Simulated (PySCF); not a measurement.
C₇H₁₃O (SMILES CCCC[CH]C(C)=O), doublet, at a GFN2-xTB geometry; B3LYP/STO-3G (PySCF).

PySCF was given this input:
```python
from pyscf import gto, scf, dft

mol = gto.M(
    atom='''
C     3.61424555    0.39941865   -1.19601457
C     2.41605260    1.01268888   -0.48143226
C     1.37698829   -0.04741194   -0.12825643
C     0.15928266    0.56965020    0.59200839
C    -0.80981995   -0.47285613    0.96700073
C    -2.12886193   -0.64423156    0.45905463
C    -2.64331553    0.35454242   -0.55768662
O    -2.83428716   -1.58136827    0.83793638
H     4.34393693    1.16701503   -1.44193397
H     3.30249949   -0.08605667   -2.11804875
H     4.09650889   -0.34336276   -0.56462344
H     2.75264348    1.50943065    0.43130017
H     1.95973128    1.77002798   -1.12279773
H     1.82984240   -0.80466438    0.51411371
H     1.03525063   -0.54334611   -1.03885416
H    -0.28981711    1.33052280   -0.04513275
H     0.53215746    1.05469533    1.50138072
H    -0.47613735   -1.22613858    1.66824528
H    -1.99812311    0.37401496   -1.43322475
H    -2.67507840    1.35140769   -0.12258998
H    -3.64654731    0.06659718   -0.85936852
''',
    basis='sto-3g',
    spin=1,
    verbose=4,
)

mf = dft.ROKS(mol)
mf.xc = 'b3lyp'
mf.kernel()
```

It wrote (shortened):

```
PySCF version 2.14.0

[INPUT] verbose = 4
[INPUT] num. atoms = 21
[INPUT] num. electrons = 63
[INPUT] charge = 0
[INPUT] spin (= nelec alpha-beta = 2S) = 1
[INPUT] symmetry False subgroup None
[INPUT] Mole.unit = angstrom
[INPUT] Symbol           X                Y                Z      unit          X                Y                Z       unit  Magmom
[INPUT]  1 C      3.614245550000   0.399418650000  -1.196014570000 AA    6.829934236428   0.754791857544  -2.260139978289 Bohr   0.0
[INPUT]  2 C      2.416052600000   1.012688880000  -0.481432260000 AA    4.565677716543   1.913704632593  -0.909775118930 Bohr   0.0
[INPUT]  3 C      1.376988290000  -0.047411940000  -0.128256430000 AA    2.602130744833  -0.089595581634  -0.242369526414 Bohr   0.0
[INPUT]  4 C      0.159282660000   0.569650200000   0.592008390000 AA    0.301000603792   1.076482864804   1.118733720545 Bohr   0.0
[INPUT]  5 C     -0.809819950000  -0.472856130000   0.967000730000 AA   -1.530337915709  -0.893568582022   1.827366541954 Bohr   0.0
[INPUT]  6 C     -2.128861930000  -0.644231560000   0.459054630000 AA   -4.022966004713  -1.217421209201   0.867487526914 Bohr   0.0
[INPUT]  7 C     -2.643315530000   0.354542420000  -0.557686620000 AA   -4.995142412510   0.669988073341  -1.053874975134 Bohr   0.0
[INPUT]  8 O     -2.834287160000  -1.581368270000   0.837936380000 AA   -5.356026490771  -2.988352932377   1.583470268009 Bohr   0.0
[INPUT]  9 H      4.343936930000   1.167015030000  -1.441933970000 AA    8.208851100084   2.205338789951  -2.724860293007 Bohr   0.0
[INPUT] 10 H      3.302499490000  -0.086056670000  -2.118048750000 AA    6.240819562616  -0.162623537492  -4.002532055977 Bohr   0.0
[INPUT] 11 H      4.096508890000  -0.343362760000  -0.564623440000 AA    7.741279868946  -0.648861577775  -1.066983665110 Bohr   0.0
[INPUT] 12 H      2.752643480000   1.509430650000   0.431300170000 AA    5.201742295770   2.852410532524   0.815039198778 Bohr   0.0
[INPUT] 13 H      1.959731280000   1.770027980000  -1.122797730000 AA    3.703355396943   3.344868115017  -2.121780202983 Bohr   0.0
[INPUT] 14 H      1.829842400000  -0.804664380000   0.514113710000 AA    3.457900987117  -1.520595300393   0.971534108784 Bohr   0.0
[INPUT] 15 H      1.035250630000  -0.543346110000  -1.038854160000 AA    1.956340160983  -1.026775338748  -1.963149845765 Bohr   0.0
[INPUT] 16 H     -0.289817110000   1.330522800000  -0.045132750000 AA   -0.547674964113   2.514323694489  -0.085288536748 Bohr   0.0
[INPUT] 17 H      0.532157460000   1.054695330000   1.501380720000 AA    1.005631854544   1.993085318558   2.837198369502 Bohr   0.0
[INPUT] 18 H     -0.476137350000  -1.226138580000   1.668245280000 AA   -0.899769189176  -2.317066106963   3.152526687798 Bohr   0.0
[INPUT] 19 H     -1.998123110000   0.374014960000  -1.433224750000 AA   -3.775905441064   0.706785840890  -2.708402252448 Bohr   0.0
[INPUT] 20 H     -2.675078400000   1.351407690000  -0.122589980000 AA   -5.055165537740   2.553790416731  -0.231661487816 Bohr   0.0
[INPUT] 21 H     -3.646547310000   0.066597180000  -0.859368520000 AA   -6.890975716169   0.125850430868  -1.623971142873 Bohr   0.0

nuclear repulsion = 360.339856488971
number of shells = 37
number of NR pGTOs = 159
number of NR cGTOs = 53
basis = sto-3g
ecp = {}

******** <class 'pyscf.dft.roks.ROKS'> ********
method = ROKS
initial guess = minao
damping factor = 0
level_shift factor = 0
DIIS = <class 'pyscf.scf.diis.CDIIS'>
diis_start_cycle = 1
diis_space = 8
diis_damp = 0
SCF conv_tol = 1e-09
SCF conv_tol_grad = None
SCF max_cycles = 50
direct_scf = True
direct_scf_tol = 1e-13
num. doubly occ = 31  num. singly occ = 1
XC library pyscf.dft.libxc version 7.1.2
    S. Lehtola, C. Steigemann, M. J. T. Oliveira, and M. A. L. Marques,  SoftwareX 7, 1–5 (2018)
XC functionals = b3lyp
    P. J. Stephens, F. J. Devlin, C. F. Chabalowski, and M. J. Frisch,  J. Phys. Chem. 98, 11623 (1994)
radial grids:
    Treutler-Ahlrichs [JCP 102, 346 (1995); DOI:10.1063/1.469408] (M4) radial grids

becke partition: Becke, JCP 88, 2547 (1988); DOI:10.1063/1.454033
pruning grids: <function nwchem_prune>
grids dens level: 3
symmetrized grids: False
atomic radii adjust function: <function treutler_atomic_radii_adjust>
small_rho_cutoff = 0
Set gradient conv threshold to 3.16228e-05
tot grids = 240416
init E= -346.193248091991
  HOMO = -0.194654785345659  LUMO = 0.0251739806280286  gap/eV = 5.98185
cycle= 1 E= -345.222120369216  delta_E= 0.971  |g|= 0.622  |ddm|= 3.98
  HOMO = 0.100894867101238  LUMO = 0.26475717325596  gap/eV = 4.45892
cycle= 2 E= -343.891762115779  delta_E= 1.33  |g|= 1.96  |ddm|= 2.37
  HOMO = -0.0487619127245047  LUMO = 0.152847805330261  gap/eV = 5.48608
cycle= 3 E= -345.370246999527  delta_E= -1.48  |g|= 0.216  |ddm|= 2.08
  HOMO = -0.0778868323226709  LUMO = 0.155635568299168  gap/eV = 6.35447
cycle= 4 E= -345.389157455069  delta_E= -0.0189  |g|= 0.0292  |ddm|= 0.281
  HOMO = -0.0748386205927989  LUMO = 0.146293981225169  gap/eV = 6.01732
cycle= 5 E= -345.389559972887  delta_E= -0.000403  |g|= 0.0153  |ddm|= 0.0578
  HOMO = -0.0749043013722681  LUMO = 0.147672922241381  gap/eV = 6.05663
cycle= 6 E= -345.38967391525  delta_E= -0.000114  |g|= 0.00325  |ddm|= 0.0199
  HOMO = -0.0744012588827961  LUMO = 0.148066944645528  gap/eV = 6.05367
cycle= 7 E= -345.389682428517  delta_E= -8.51e-06  |g|= 0.000811  |ddm|= 0.0073
  HOMO = -0.0745127381929932  LUMO = 0.147758212973235  gap/eV = 6.04830
cycle= 8 E= -345.389683339229  delta_E= -9.11e-07  |g|= 0.000481  |ddm|= 0.00246
  HOMO = -0.0744525641478421  LUMO = 0.14771840940973  gap/eV = 6.04558
cycle= 9 E= -345.389683578028  delta_E= -2.39e-07  |g|= 0.000199  |ddm|= 0.00144
  HOMO = -0.0744294598066009  LUMO = 0.147713360735841  gap/eV = 6.04481
cycle= 10 E= -345.389683605217  delta_E= -2.72e-08  |g|= 5.65e-05  |ddm|= 0.000503
  HOMO = -0.0744272652532113  LUMO = 0.147711750003322  gap/eV = 6.04471
cycle= 11 E= -345.389683606582  delta_E= -1.36e-09  |g|= 1.3e-05  |ddm|= 0.000135
  HOMO = -0.074427935514803  LUMO = 0.147713577645432  gap/eV = 6.04478
cycle= 12 E= -345.38968360672  delta_E= -1.39e-10  |g|= 2.62e-06  |ddm|= 3.96e-05
  HOMO = -0.0744279690803645  LUMO = 0.147714392201811  gap/eV = 6.04480
Extra cycle  E= -345.389683606719  delta_E= 9.09e-13  |g|= 3.47e-06  |ddm|= 7e-06
converged SCF energy = -345.389683606719
```
